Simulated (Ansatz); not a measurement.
`CO[SiH](C)F`, one more setting.

```yaml
crystal:
  periodic: [false, false, false]
  atoms:
    - {symbol: C, position_ang: [0.672209, 2.037150, -0.440331]}
    - {symbol: O, position_ang: [-0.090851, 0.896675, 0.021523]}
    - {symbol: Si, position_ang: [0.150584, -0.597803, -0.076670]}
    - {symbol: C, position_ang: [-0.838676, -1.681367, 0.923377]}
    - {symbol: F, position_ang: [-0.456425, -0.850530, -1.736844]}
    - {symbol: H, position_ang: [0.388474, 2.853643, 0.213787]}
    - {symbol: H, position_ang: [1.745541, 1.860558, -0.486797]}
    - {symbol: H, position_ang: [0.174229, 2.236045, -1.311280]}
    - {symbol: H, position_ang: [1.473047, -0.964961, -0.176249]}
    - {symbol: H, position_ang: [-1.954219, -1.491431, 0.746514]}
    - {symbol: H, position_ang: [-0.506859, -1.788005, 1.867801]}
    - {symbol: H, position_ang: [-0.768761, -2.844914, 0.694506]}
basis:
  gaussian: {orbitals: aug-pcseg-2}
hamiltonian: {xc: {name: PBE0-DH}}
```

```sh
$ ansatz run in.yaml --threads 4 --pin off --events-out ev --progress --plain --max-ram 10444MiB
```

Shortened log:

```
Functional definition: PBE0-DH
2413 factors; integrals over basis functions are off by at most 1.1e-3 eV
mean field evaluation 1: about -14811.8709 eV, gradient 6.3e1 eV
mean field evaluation 2: about -14811.9446 eV, gradient 6.3e1 eV
mean field evaluation 4: about -14819.1805 eV, gradient 7.9e0 eV
mean field evaluation 8: about -14819.2882 eV, gradient 3.1e-1 eV
mean field evaluation 16: about -14819.2884 eV, gradient 9.3e-5 eV
mean field -14819.28842361 eV, -544.5988046933 hartree, gradient 5.6e-6 eV, S^2 0.000000; 0 other end points of the search recorded, 0 dependent functions left out
9 core orbitals not correlated: weight in the atoms' cores, before any rotation towards them, 1.000 or more for the frozen orbitals, at most 0.000 for the correlated occupied ones
reference -14819.28845752 eV, -544.5988059394 hartree; 16, 16 occupied and 370, 370 virtual orbitals, 2413 factors
second order -31.56086314 eV of doubles, -0.00000000 eV of singles
Total energy: -14823.23356541 eV, -544.7437859803 hartree
```

Hardware: 4 threads of an Arm Neoverse V1 on a shared host. Wall time 24 s, peak host memory 2.2 GiB.
